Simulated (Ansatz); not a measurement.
```xyz
2

Si   -0.0259   -0.0321   -0.5822
O    -0.0211   -0.0386    0.9933
```

Basis set: 6-31G (spherical functions). Frozen core: 6 orbitals. Charge 0, multiplicity 1.

Computed with Ansatz (development build ahead of 0.2.0); each method stands on the lowest determinant of its kind that the runs found. Restricted open shells among the atoms or ions are ROHF, correlated in semicanonical orbitals with singles.

(1) Give the atomization energy at this shape (free ground-state atoms in the same class of orbitals less the molecule, no zero-point energy) of singlet SiO by RHF-MP2, RHF.

Answers

(1)

```tsv
method	atomization energy
RHF-MP2	626.5 kJ/mol
RHF	252.1 kJ/mol
```

This basis has no polarisation functions and is too small for such energies, which can lie far from measured ones in either direction.
